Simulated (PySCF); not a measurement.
C₂H₈GeO₂Si, SMILES COC([SiH2][GeH3])=O (GFN2-xTB optimised geometry):

```
14

C      1.193    -2.521    -0.003
O      0.530    -1.264     0.000
C     -0.814    -1.264     0.000
O     -1.474    -2.270    -0.003
Si    -1.399     0.561     0.000
Ge     0.668     1.632     0.041
H      1.005    -3.044     0.937
H      2.253    -2.311    -0.118
H      0.826    -3.134    -0.828
H     -2.204     0.772    -1.204
H     -2.253     0.761     1.172
H      0.598     3.134     0.075
H      1.530     1.300     1.219
H      1.543     1.355    -1.142
```

Level of theory: PySCF 2.14.0 with B3LYP/def2-TZVP.

Q: What are the frontier orbital energies and the dipole moment?

A: HOMO-2 -8.80 eV, HOMO-1 -8.77 eV, HOMO -7.41 eV, LUMO -1.07 eV, LUMO+1 -0.31 eV; dipole moment 1.37 D.

Meta-Löwdin charges at B3LYP/def2-TZVP: C1 -0.13, O2 -0.33, C3 0.31, O4 -0.44, Si5 0.39, Ge6 0.13, H7 0.12, H8 0.13, H9 0.13, H10 -0.07, H11 -0.07, H12 -0.07, H13 -0.05, H14 -0.05.
